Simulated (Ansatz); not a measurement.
Reaction (cleavage of the Si–Si bond): `C[Si](N)(O)[SiH3]` + `[OH][GeH2][F]` → `[F][GeH2][O][SiH3]` + `C[SiH](N)O`

Program: Ansatz. Geometries: PBE0-D4/def2-TZVP. ΔE: electronic, gas phase. CCSD(T)/CBS adds triple-zeta CCSD(T) − MP2 to the extrapolated MP2 energy (def2 sets, frozen cores). DFT in def2-TZVPP. B3LYP here is the variant with VWN-RPA as its local correlation; programs differ in this. For Ge outer-core shells are correlated without core-valence functions, which leaves a few kJ/mol of doubt a bond. Scalar relativity is left out up to krypton. One conformer a species, not always the lowest.

| level | ΔE (kcal/mol) | difference from CCSD(T)/CBS |
| --- | --- | --- |
| PBE-D4 | -18.3 | 7.3 |
| PBE0-D4 | -20.8 | 4.8 |
| B3LYP-D4 | -24.7 | 0.9 |
| ωB97M-V | -25.8 | -0.2 |
| B2PLYP | -26.7 | -1.1 |
| PBE | -18.9 | 6.7 |
| r2SCAN | -23.7 | 1.9 |
| B3LYP | -25.7 | -0.1 |
| HF/def2-TZVPP | -33.0 | -7.4 |
| SCS-MP2/def2-TZVPP | -28.7 | -3.1 |
| CCSD/def2-TZVPP | -26.8 | -1.2 |
| HF/def2-QZVPP | -33.6 | -8.0 |
| MP2/def2-QZVPP | -27.5 | -1.9 |
| SCS-MP2/def2-QZVPP | -28.8 | -3.2 |
| HF/CBS(def2) | -33.7 | -8.1 |
| CCSD/CBS(def2) | -26.7 | -1.1 |
| CCSD(T)/CBS | -25.6 | 0 |

Largest T1 diagnostic among the species: 0.012.

In def2-TZVPP, CCSD(T) changes the Hartree–Fock value by +7.3 kcal/mol (the triples alone add +1.1 kcal/mol) and MP2 by +5.7 kcal/mol. The D4 term adds +1.0 kcal/mol with B3LYP and +0.6 kcal/mol with PBE0; it sums over pairs of atoms, weighted by their polarisabilities, and B3LYP, whose exchange is more repulsive, gets the larger term.
